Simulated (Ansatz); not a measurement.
Geometry optimisation, RKS B3LYP-D4/def2-SVPD in Ansatz.

The input (input.yaml):

```yaml
crystal:
  periodic: [false, false, false]
  atoms:
    - { symbol: S, position_ang: [-1.03214, -1.2287, 0.20709] }
    - { symbol: O, position_ang: [-0.13919, -0.05069, 0.88704] }
    - { symbol: Se, position_ang: [1.61842, 0.40301, 0.33603] }
    - { symbol: H, position_ang: [-1.59239, -0.50063, -0.78656] }
    - { symbol: H, position_ang: [1.1453, 1.37701, -0.6436] }
basis:
  gaussian: { orbitals: def2-SVPD }
hamiltonian:
  xc: b3lyp
  dispersion: d4
relax:
  f_tol: 0.02
  max_steps: 50
```

Launched with:

```bash
$ ansatz run input.yaml --threads 2 --pin off --max-ram 3072MiB --backend cpu --events-out ev --progress --plain --runs-dir out
```

**Question.** Where does it end, and by what steps?

**Answer.** The run converged. After 4 steps the energy has fallen by 0.072 eV; O2 moved furthest, 0.07 Å.

| step | energy less start (eV) | largest force component (eV/Å) | accepted |
| --- | --- | --- | --- |
| 0 | 0.0000 | 1.134 | yes |
| 1 | -0.0463 | 0.769 | yes |
| 2 | -0.0697 | 0.213 | yes |
| 3 | -0.0717 | 0.045 | yes |
| 4 | -0.0720 | 0.016 | yes |

```xyz
5
Properties=species:S:1:pos:R:3
S -1.006 -1.243 0.174
O -0.123 -0.030 0.955
Se 1.581 0.383 0.342
H -1.568 -0.467 -0.794
H 1.116 1.356 -0.677
```

Whether the end is a true minimum wasn't checked by a vibrational analysis.

The run took 12 s on 2 threads of Arm Neoverse V2 (shared host), peak memory 0.23 GiB.
